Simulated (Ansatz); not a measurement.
A series at Si: from `[SeH][Si]([SeH])([SeH])[SeH]`, ligands are replaced one by one, each step taking up H₂ and setting free H₂Se; n counts the steps. Ansatz, PBE0-D4/def2-TZVP geometries. Each molecule was computed in one conformer, which needn't be the lowest.

CBS adds triple-zeta CCSD(T) − MP2 to the MP2 limit, frozen cores; atoms without spin–orbit coupling. Outer-core shells of Se are correlated without core-valence functions. Scalar relativity is left out up to krypton. Spin–orbit coupling is left out.

```
n                        molecule  atomization energy, CCSD(T)/CBS (kJ/mol)
0  `[SeH][Si]([SeH])([SeH])[SeH]`                                    2488.8
1        `[SeH][SiH]([SeH])[SeH]`                                    2205.7
2              `[SeH][SiH2][SeH]`                                         ?
3                   `[SiH3][SeH]`                                    1637.8
4                            SiH₄                                    1362.7
```

Q: By hand: fit a straight line y = ȳ + b (n − n̄) to the 4 given rows and predict n = 2.

A: n̄ = 2.000, ȳ = 1923.75; Σ(n − n̄)(y − ȳ) = -2820.10, Σ(n − n̄)² = 10.000, so b = -282.01 kJ/mol a step. Prediction: 1923.75 + (-282.01) × (0.000) = 1923.8 kJ/mol.

Q: By hand: compare with the computed value, 1921.7 kJ/mol, and give the steps along the whole series.

A: The line misses by -2.1 kJ/mol (computed minus predicted). Steps: -283.1, -284.0, -283.9, -275.1 kJ/mol.

The steps differ by at most 8.9 kJ/mol, 3.2 % of a mean step, so the ligands' effects nearly add and a line is close. The miss is 0.2 % of the series' range. The energies themselves are unsure by some kJ/mol a bond, though much of that is common to the series.
